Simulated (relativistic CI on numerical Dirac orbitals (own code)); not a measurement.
**Calculated levels, Eu42+**

These numbers are calculated, not measured: Dirac-Coulomb-Breit CI, separate exchange-only KLI orbitals for each configuration, QED by a radiative potential, unscaled Slater integrals (own radial code, finite nucleus).

Configuration list (outside the closed core [Ne]): 3s²3p⁶3d³, 3s²3p⁵3d⁴, 3s3p⁶3d⁴, 3s²3p⁶3d²4s, 3s²3p⁶3d²4p, 3s²3p⁶3d²4d, 3s²3p⁵3d³4s, 3s²3p⁶3d²4f, 3s²3p⁵3d³4p, 3s3p⁶3d³4s, 3p⁶3d⁴4p, 3s3p⁶3d³4p, 3s²3p⁶3d4s4p, 3s²3p⁶3d²5s, 3s3p⁶3d³4d, 3s²3p⁶3d²5p, 3s²3p⁶3d4p4d, 3s²3p⁶3d²5f, 3s3p⁶3d²4s4p, 3p⁶3d⁵, 3p⁵3d⁶, 3p⁵3d⁵4s, 3p⁶3d⁴4s, 3p⁵3d⁴4s², 3s²3p⁶3d4s², 3s²3p⁶4s²4p, 3s²3p⁶4s²4d, 3s²3p⁶3d4p², 3s²3p⁶4s4p², 3s²3p⁶4p³, 3s²3p⁶4p²4d, 3s²3p⁵3d4s4p². Double excitations out of closed p, d and f shells are left out; levels of such configurations are missing from the list, as are those of other unlisted configurations, and high levels can miss mixing partners. These lack a partner that the ground configuration has and come out too high: 3s²3p⁵3d³4p.

The lowest level is 3s²3p⁶3d³ ⁴F3/2, with 53 % of that term; Hund's rules for 3s²3p⁶3d³ give ⁴F with J = 3/2, in agreement.

```csv
No.,Configuration,Term,J,E (eV),%,Next component (%)
1,3s²3p⁶3d³,⁴F,3/2,0.000,53,34 ²D
2,3s²3p⁶3d³,⁴F,5/2,27.063,86,13 ²D
3,3s²3p⁶3d³,⁴P,3/2,33.137,40,30 ²P
4,3s²3p⁶3d³,²G,7/2,34.993,44,43 ⁴F
5,3s²3p⁶3d³,²G,9/2,35.886,43,40 ²H
6,3s²3p⁶3d³,⁴P,1/2,37.379,60,40 ²P
7,3s²3p⁶3d³,⁴P,5/2,54.440,52,30 ²D
8,3s²3p⁶3d³,⁴F,7/2,62.239,56,42 ²G
9,3s²3p⁶3d³,⁴F,9/2,65.440,53,44 ²H
10,3s²3p⁶3d³,⁴P,3/2,70.104,41,40 ²D
11,3s²3p⁶3d³,²P,1/2,72.501,60,39 ⁴P
12,3s²3p⁶3d³,²H,11/2,73.804,100,
13,3s²3p⁶3d³,²D,5/2,75.506,57,19 ⁴P
14,3s²3p⁶3d³,²F,5/2,80.373,44,36 ²D
15,3s²3p⁶3d³,²F,7/2,82.222,84,14 ²G
16,3s²3p⁶3d³,²D,3/2,96.295,58,33 ²P
17,3s²3p⁶3d³,²G,9/2,100.097,54,30 ⁴F
18,3s²3p⁶3d³,²D,3/2,113.970,65,25 ²P
19,3s²3p⁶3d³,²D,5/2,121.925,64,23 ²F
20,3p⁵3d⁴(3P),⁴P°,3/2,228.925,21,18 ⁴D°
21,3p⁵3d⁴(5D),⁶D°,5/2,250.022,36,20 ⁴D°
22,3p⁵3d⁴(5D),⁶D°,1/2,256.744,33,28 ⁴P°
23,3p⁵3d⁴(5D),⁶D°,7/2,257.191,35,18 ⁴D°
24,3p⁵3d⁴(3F),⁴F°,9/2,258.986,30,21 ⁶D°
25,3p⁵3d⁴(3P),²D°,3/2,259.603,25,24 ⁴F°
26,3p⁵3d⁴(3F),⁴G°,11/2,264.479,36,21 ²H°
27,3p⁵3d⁴(1G),²G°,7/2,265.163,23,21 ²F°
28,3p⁵3d⁴(3F),⁴D°,3/2,269.260,23,20 ⁶P°
29,3p⁵3d⁴(5D),⁴F°,5/2,269.364,34,17 ²D°
30,3p⁵3d⁴(3F),⁴D°,5/2,273.575,28,22 ⁶P°
```

Energies count from the lowest computed level; ° marks odd parity. Percentages are summed over parent terms; the parents shown are those of the largest component, closed shells are left out there.

The mean weight of the leading LS term, summed over parents, in these 30 levels is 48 %, and that of the leading jj configuration (from the same eigenvectors) 90 %, so jj coupling describes them better and the LS labels are nominal.

At this charge energies of transitions that change n are usually good to better than 1 %, and those within a shell (Δn = 0) to a few per cent.

LS names give the leading component of a level, which can be under half, so a name can repeat, a term be missing and a line seem to break the LS rules.
